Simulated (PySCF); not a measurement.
**CaHg and its ions**

PBE0; PySCF, scalar-relativistic core potentials, basis sets Ca def2-SVP, Hg def2-SVP with ECP60. Neutral (UKS): singlet (closed shell), Re = 3.884 Å, ωe = 42.3 cm⁻¹, De = 0.07 eV, HOMO -4.23 eV, LUMO -1.06 eV.

CaHg⁺ (UKS): doublet (σ ↑), Re = 3.284 Å, ωe = 98.5 cm⁻¹, De = 0.44 eV to Ca⁺ + Hg. The energies at the minima are -830.80314 hartree for CaHg and -830.59404 for CaHg⁺.

Problem. Work out the adiabatic ionisation energy, without and with harmonic zero-point energies (1 hartree = 27.2114 eV, 1 eV = 8065.5 cm⁻¹), and the change of the bond length.

Solution. At PBE0: 0.20910 hartree = 5.690 eV between the minima; the zero-point term (98.5 − 42.3)/2 cm⁻¹ = +0.003 eV makes it 5.693 eV. Re changes by -60.0 pm against the neutral. Minus the HOMO energy is 4.23 eV, -1.46 eV from the value between the minima; self-interaction puts the Kohn–Sham level too high, less so with exact exchange. The electron leaves a σ orbital, and the shorter bond of the ion fits an antibonding orbital, or a change in how ionic the bond is.

Closed-shell solutions of metal pairs were not tested for spin polarisation, which can lower them a little. Weak bonds: CaHg, CaHg⁺. Basis-set superposition, not corrected here, can be much of De in a small basis, most of all at correlated wavefunction levels. Spin–orbit coupling is left out. For an ion De counts to the pair picked by the measured ionisation energies or electron affinities, which need not be the lowest pair at this level. States were picked by a PBE0 search and need not be the measured ground states.
